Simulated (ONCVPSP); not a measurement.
# What the settings do to the ONCV potential of rhodium

Base potential:

```json
{
 "Element": "Rh (Z = 45)",
 "Generator": "ONCVPSP 4.0.1",
 "Type": "optimised norm-conserving Vanderbilt (ONCV)",
 "Functional": "BLYP",
 "Relativity": "scalar-relativistic",
 "Frozen core": "[Ar] 3d10",
 "Valence charge": "17",
 "Reference configuration": "4s2 4p6 4d8 5s1",
 "Partial waves": "4s+5s: rc 1.50 bohr, ncon 4, nbas 8, qcut 9.9 1/bohr, 2 projectors; 4p: rc 1.05 bohr, ncon 3, nbas 7, qcut 7.3 1/bohr, 1 projector; 4d: rc 1.90 bohr, ncon 4, nbas 8, qcut 7.8 1/bohr, 2 projectors, debl 2.5 Ha",
 "Local potential": "polynomial inside 0.75 bohr (lpopt 5, dvloc0 6 Ha)",
 "Core correction": "Teter function, fcfact 3.25, rcfact 1.3"
}
```

Cutoffs, loose and tight: the cutoffs (Ha) at which the residual kinetic energy of the hardest occupied pseudo-wave falls to 1 and 0.1 mHa per electron. They do not see the model core or the augmentation charge, which bear on the density cutoff. Test errors are all-electron minus pseudo excitation energies from the reference, over the configurations 4s2 4p6 4d8 5s0; 4s2 4p6 4d7 5s0; 4s2 4p6 4d6 5s0; 4s2 4p6 4d7 5s1. A dash means not determined; rows that change the core or the reference have their own tests.

| change | outcome | cutoff, loose | cutoff, tight | bound ghosts | GHOST(+) flags above zero | largest test error (meV) |
| --- | --- | --- | --- | --- | --- | --- |
| base | generated | 90 Ha | 191 Ha | none | s | +11 |
| s: qcut 6.9; p: qcut 5.1; d: qcut 5.4 | generated | 135 Ha | 216 Ha | none | s, d | +52 |
| s: qcut 10.8; p: qcut 8; d: qcut 8.5 | generated | 49 Ha | 149 Ha | none | s | +5.4 |
| s: qcut 12.2; p: qcut 9; d: qcut 9.6 | failed: ERROR pspot: first pseudo wave function has node, program will stop | – | – | – | – | – |
| s: qcut 13.9; p: qcut 10.3; d: qcut 11 | failed: ERROR pspot: first pseudo wave function has node, program will stop | – | – | – | – | – |

**Question.** What comes out with this change to the base: s: qcut 8.6; p: qcut 6.3; d: qcut 6.7?

**Answer.** outcome: generated; cutoff, loose: 133 Ha; cutoff, tight: 210 Ha; bound ghosts: none; GHOST(+) flags above zero: s; largest test error (meV): +23.
